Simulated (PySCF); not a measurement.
Zr(Cl)2(OH)(NH2) (Cl₂H₃NOZr), SMILES [Cl][Zr]([Cl])([OH])[NH2], multiplicity 1.

Geometry optimised at B3LYP-D3(BJ)/def2-SVP. The multiplicity is an assumed one; no other spin state was optimised. The structure was generated by enumeration; whether it is a known compound was not checked. The def2 effective core potentials stand for the cores of Zr; spin–orbit coupling is left out. The values are those of a single conformer.

Method: PySCF with PBE/def2-TZVP.

```
Item                                                                                                             Value
---------------------------------------------------------------------------------------------  -----------------------
total energy                                                                                       -1099.09556 hartree
point group                                                                                                         Cs
highest occupied level                                                                                        -6.59 eV
lowest empty level                                                                                            -2.29 eV
orbital gap                                                                                                    4.30 eV
dipole moment                                                                                                   3.59 D
quadrupole, principal values (traceless, Buckingham form, about the centre of nuclear charge)  -14.99, 1.67, 13.31 D·Å
mean static polarisability                                                                       80.1 bohr³ (11.88 Å³)
polarisability, principal values                                                                73.2, 81.8, 85.5 bohr³
```
